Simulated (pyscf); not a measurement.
Optimised with ωB97X-D3(BJ)/def2-SVP in PySCF.

Problem. Estimate by transition-state theory the rate constant of H₃C–Br (SMILES CBr) + F–C•(F)–F (SMILES F[C](F)F) → H₃C–C(F)(F)–F (SMILES CC(F)(F)F) + Br• (SMILES [Br]) (doublet surface; Br–C broken, C–C formed) at 298 K, with ωB97M-D3(BJ)/def2-TZVP energies (ideal gas, 1 atm, RRHO with modes under 100 cm⁻¹ raised to 100, one conformer, R ln 2 for rigid chiral ones; no tunnelling).

Solution. The electronic barrier is 16.5 kcal/mol and the thermal terms add +10.4, so ΔG‡ = 26.9 kcal/mol. With k_BT/h = 6.21e+12 s⁻¹ and RT = 0.592 kcal/mol, and a volume of 4.06e-20 cm³ per molecule at 1 atm, k = 4.7e-27 cm³ molecule⁻¹ s⁻¹. Wigner's tunnelling factor for 884i cm⁻¹ would be 1.76, likely too low at so high a frequency. A shift of 1 kcal/mol in the barrier changes k by a factor 5.4. This is the saddle that the search found; another between the same sides may lie lower. The angle at the attacked C is 180°. Elements up to Kr have no core potential and no relativistic terms here.
